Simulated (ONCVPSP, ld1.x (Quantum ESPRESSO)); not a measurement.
## Potentials for cobalt (Co) compared

Generated with ld1.x 7.5 (TM, RRKJ, ultrasoft, PAW), atompaw 4.2 or ONCVPSP 4.0.1. The cutoff is in Ry: for ld1.x and atompaw files where the sum of valence levels is converged to 10 mRy in a Bessel basis, for ONCV files where the hardest occupied wave has 1 mHa per electron of residual kinetic energy. The error is the largest all-electron minus pseudo excitation energy over each file’s own four to seven test configurations (ionisations up to +4, promotions, holes and added fractions of an electron), all of which were solved. The labels leave out finer settings (local radius, basis sizes, second energies), which also bear on the numbers. Spin-polarised tests are not counted. The rows are a selection from randomly drawn settings: files with unsolved tests, undetermined cutoffs or missed reference levels are left out.

```csv
potential,cutoff (Ry),largest error (meV),bound ghosts
"ONCV, PBEsol, scalar-relativistic, rc 1.25/1.20/1.25 (spd), local smoothed, core correction yes, reference 3s2 3p6 3d7, qcut 12.3/13.7/14.9, projectors 2/3/1",148,+5.5,none
"TM, PBEsol, fully relativistic, rc 2.20/2.00/1.10 (spd), local smoothed, core correction yes, reference 3d7 4s1 4p0",180,-304,none
"RRKJ, PBE, scalar-relativistic, rc 1.70/2.40/1.80 (spd), local s, core correction no, reference 3d7 4s1.75 4p0.25",55,+80,none
"ONCV, BLYP, scalar-relativistic, rc 2.35/2.25/1.65 (spd), local smoothed, core correction no, reference 3d7 4s0.5, qcut 3.6/3.2/10.3, projectors 2/1/3",84,+34,none
```

**Question.** Fill in the row for Co: ONCV, LDA (Perdew-Wang 92), scalar-relativistic, rc 1.00/0.85/1.00 (spd), local smoothed, core correction yes, reference 3s2 3p6 3d7, qcut 9.2/9.9/18.8, projectors 3/2/2.

**Answer.** cutoff 223 Ry, largest error +4.1 meV, bound ghosts: none.
